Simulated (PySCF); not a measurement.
A GIAO shielding run with PySCF (density fitting, non-relativistic, gas phase) on `InChI=1S/H8P4Si/c1-5(2,3)4/h1-4H2`:

```
$ OMP_NUM_THREADS=1 python probes_run.py task.json out

{"job": {"kind": "nmr", "xc": "B97-2", "basis": "pcSseg-2", "pop": false}, "charge": 0, "multiplicity": 1}
P     -0.755941    -0.803222     2.003690
Si     0.173414    -0.056707     0.084409
P      2.096647    -1.217100    -0.155877
P      0.600928     2.135581     0.414035
P     -0.970450    -0.369824    -1.837592
H     -1.176115    -2.031389     1.427616
H     -1.999927    -0.161638     1.756779
H      2.716175    -0.595514     0.961272
H      2.642241    -0.299415    -1.093014
H     -0.749865     2.541065     0.225881
H      0.945968     2.357003    -0.945962
H     -2.171134     0.185420    -1.320455
H     -1.344402    -1.705557    -1.529799
```

Hardware: 1 thread of an Arm Neoverse N1, shared host.

(1) How large is the calculation?

(2) How long does it take, and how much memory does it need?

(3) And these other runs on the same molecule and hardware: GIAO shielding at KT3/pcSseg-2; GIAO shielding at PBE0/pcSseg-2; GIAO shielding at wB97X-D/pcSseg-2?

Results:

(1) 82 electrons, 327 basis functions and 1054 auxiliary functions.

(2) 99 s of wall time, with 12 SCF cycles and 4 response iterations; peak memory 1.5 GiB. Times on a shared host scatter by some tens of per cent.

(3) KT3/pcSseg-2: 327 functions, 100 s; PBE0/pcSseg-2: 327 functions, 100 s; wB97X-D/pcSseg-2: 327 functions, 2.2 min.
